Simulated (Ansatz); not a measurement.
`[CH3][InH][Cl]` + `N#C[SiH2]C#N` → `[CH3][In]([Cl])[C]#N` + `N#C[SiH3]`  (redistribution)

Computed with Ansatz on PBE0-D4/def2-TZVP structures; ΔE is electronic, products minus reactants. CCSD(T)/CBS adds triple-zeta CCSD(T) − MP2 to the extrapolated MP2 energy (def2 sets, frozen cores). This one scheme is used for every species. Functionals use def2-TZVPP. B3LYP here is the variant with VWN-RPA as its local correlation; programs differ in this. def2 core potentials past Kr. For In outer-core shells are correlated without core-valence functions, which leaves a few kJ/mol of doubt a bond.

| level | ΔE (kJ/mol) | difference from CCSD(T)/CBS |
| --- | --- | --- |
| LDA (SPW92) | -2.7 | 14.6 |
| PBE0-D4 | -11.7 | 5.6 |
| B3LYP-D4 | -11.0 | 6.3 |
| ωB97M-V | -14.8 | 2.5 |
| PBE0 | -12.3 | 5.0 |
| r2SCAN0 | -12.3 | 5.0 |
| BHLYP | -15.6 | 1.7 |
| LC-ωPBE | -16.0 | 1.3 |
| RPA@PBE/def2-TZVPP | -21.2 | -3.9 |
| MP2/def2-SVP | -22.8 | -5.5 |
| CCSD/def2-SVP | -23.9 | -6.6 |
| HF/def2-TZVPP | -23.5 | -6.2 |
| MP2/def2-TZVPP | -19.2 | -1.9 |
| HF/def2-QZVPP | -23.3 | -6.0 |
| MP2/CBS(def2) | -16.3 | 1.0 |
| CCSD/CBS(def2) | -17.1 | 0.2 |
| CCSD(T)/CBS | -17.3 | 0 |

Largest T1 diagnostic among the species: 0.014.

From BLYP to BHLYP (50 % exact exchange), in def2-TZVPP and without D4, ΔE moves by −4.9 kJ/mol. Leaving LDA and LC-ωPBE aside and taking each functional with its dispersion term where it has one, the values, not all of them listed here, spread over 13.3 kJ/mol, from ωB97X-V to B97M-V. LDA lies +6.8 kJ/mol from PBE without D4. In def2-TZVPP, CCSD(T) changes the Hartree–Fock value by +3.3 kJ/mol (the triples alone add −0.3 kJ/mol) and MP2 by +4.3 kJ/mol.
